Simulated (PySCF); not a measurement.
Why did this PySCF run fail?

```python
from pyscf import gto, scf, mp

mol = gto.M(
    atom='K 0 0 0; Zn 0 0 2.821',
    basis='x2c-svpall',
    charge=0,
    spin=1,
    verbose=3,
)
mf = scf.UHF(mol)
mf = mf.sfx2c1e()
mf.level_shift = -0.2
mf.kernel()
mp.MP2(mf, frozen=10).kernel()
mf.dip_moment()
print('orbital energies (hartree):', [e[max(0, n-3):n+3].round(4) for e, n in zip(mf.mo_energy, mol.nelec)])
```

```bash
$ OMP_NUM_THREADS=1 python input.py
```

The log, shortened:

```
SCF not converged.
SCF energy = -2395.22512327898 after 50 cycles  <S^2> = 0.94245691  2S+1 = 2.1839935
E(UMP2) = -2395.65111246862  E_corr = -0.425989189637821
E(SCS-UMP2) = -2395.60732528085  E_corr = -0.382202001869018
Dipole moment(X, Y, Z, Debye): -0.00000, -0.00000, -4.61140
orbital energies (hartree): [array([-0.8069, -0.3577, -0.2648, -0.1663, -0.1663, -0.1366]), array([-0.8065, -0.8058, -0.3439, -0.1527, -0.1506, -0.1506])]
```

Which setting is at fault, why, and what does a mended input give?

The level shift (hartree) (-0.2): a negative shift narrows the gap and lets the occupation swap. With this edit
```diff
- mf.level_shift = -0.2
```
the run finishes: E(SCF) = -2395.282604 Eh, E(MP2) − E(SCF) = -0.42613 Eh, ⟨S²⟩ = 0.767, μz(SCF) = 2.39 D.

The bond length is a typed value, not an optimised one. No search for the lowest solution was made.
